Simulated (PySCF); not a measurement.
# Radial density of Os⁺ (osmium, charge +1)

UHF, [Xe] 4f14 5d6 6s1, high-spin 6D determinant. All numbers are calculated (PySCF 2.14, a scalar-relativistic core potential, in def2-QZVPPD with the def2 core potential (60 electrons) (7s5p4d4f2g, 88 functions)). This is the valence pseudo-density: the core potential removes the inner electrons and smooths the orbitals near the nucleus.

```
r (bohr)  4πr²ρ (e/bohr)  4πr²(ρα − ρβ)
   0.156       2.837e-05         0.0000
   0.262        0.001383         0.0004
   0.440          0.2152         0.0243
   0.740           7.287         0.7310
    1.24           11.59         2.7524
    2.09           3.372         1.9807
    3.52          0.5050         0.4043
    5.92         0.01507         0.0131
    9.96       1.657e-05         0.0000
```

Energies and moments cover only the electrons outside the core potential. Spin-orbit coupling, absent here, splits the open shell strongly.
